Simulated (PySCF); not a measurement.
A calculated (M06-L, PySCF 2.14, aug-cc-pVDZ-DK, scalar relativity by spin-free X2C-1e) atom or ion has these occupied shells.

```csv
shell,electrons,orbital energy (eV),"rms radius, mean of both spins (bohr)"
1s α,1,-7050.7,0.0675
1s β,1,-7050.6,0.0675
2s α,1,-868.30,0.289
2s β,1,-864.54,0.289
2p α,3,-742.50,0.261
2p β,3,-739.70,0.261
3s α,1,-137.91,0.863
3s β,1,-129.62,0.863
3p α,3,-101.76,0.919
3p β,3,-93.712,0.919
3d α,5,-45.457,1.08
```

Name the element and its charge.

Fe³⁺ (iron, charge +3), in [Ar] 3d5, high-spin 6S determinant.
